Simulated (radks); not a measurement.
Q: Ni II, configuration [Ar] 3d9. All-electron calculation, Dirac Kohn-Sham, BLYP, spin-unpolarised, spherical densities, finite nucleus; open shells fill j = l - 1/2 first; Fermi nuclear charge, rms radius 3.7757 fm. Program: a radial shooting solver on a logarithmic mesh with Libxc functionals. Some entries of the table are withheld. Estimate them.

orbital,occ.,eigenvalue (eV),<r> (bohr),<1/r> (bohr^-1)
1s1/2,2,-8216.158,0.05408,28.09
2s1/2,2,-984.3151,0.2447,6.097
2p1/2,2,-859.2420,0.2130,6.051
2p3/2,4,-841.7332,0.2163,5.926
3s1/2,2,-114.1762,0.7436,1.915
3p1/2,2,(1),0.7780,1.781
3p3/2,4,(2),0.7886,1.751
3d3/2,4,(3),1.071,(4)
3d5/2,5,(5),1.081,(6)

A: 
(1) 3p1/2 eigenvalue (eV): -76.2276
(2) 3p3/2 eigenvalue (eV): -74.0446
(3) 3d3/2 eigenvalue (eV): -13.1460
(4) 3d3/2 <1/r> (bohr^-1): 1.312
(5) 3d5/2 eigenvalue (eV): -12.9246
(6) 3d5/2 <1/r> (bohr^-1): 1.302
